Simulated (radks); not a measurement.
The numbers below are computed, except where a source is named.
Question: Valence configurations of I II (all share [Kr]). Code: a radial shooting solver on a logarithmic mesh with Libxc functionals. Model: scalar-relativistic Kohn-Sham, LDA (Slater exchange, Perdew-Wang correlation), spin-polarised, spherical densities, finite nucleus; open shells are filled with parallel spins first (spin-orbit coupling, left out, can overturn this in heavy ions); Fermi nuclear charge, rms radius 4.75 fm. Order these by energy: 4d8 5s2 5p6; 4d9 5s1.5 5p5.5; 4d9 5s1 5p6; 4d9.5 5s1 5p5.5; 4d10 5s1 5p5; 4d9.5 5s2 5p4.5; 4d9 5s2 5p5; 4d10 5p6; 4d10 5s2 5p4.

Answer: From the lowest, in eV above it: 4d10 5s2 5p4 0.000; 4d10 5s1 5p5 11.031; 4d10 5p6 22.910; 4d9.5 5s2 5p4.5 22.996; 4d9.5 5s1 5p5.5 34.364; 4d9 5s2 5p5 47.167; 4d9 5s1.5 5p5.5 53.004; 4d9 5s1 5p6 58.867; 4d8 5s2 5p6 99.052. NIST lists [Kr] 4d10 5s2 5p4 as the ground configuration; this level of theory agrees among the configurations tried. The energies are those of spherical high-spin densities, not of single terms.
